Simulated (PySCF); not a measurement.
A structure optimised at B3LYP-D3(BJ)/def2-TZVP, used in a PySCF frequency run:

```xyz
7

Be    -0.6821     1.6161     0.0000
H     -1.5579     2.6132     0.0000
S      0.5899     0.2086     0.0000
C     -0.5073    -1.2770     0.0000
H     -1.1287    -1.3047     0.8914
H      0.1492    -2.1440     0.0000
H     -1.1287    -1.3047    -0.8914
```
Charge 0, spin multiplicity 1.

Write its SMILES, formula and point group.

[BeH][S]C, CH4BeS, Cs

What are its rotational constants (standard atomic weights)?

20.279, 8.3089, 6.1227 GHz
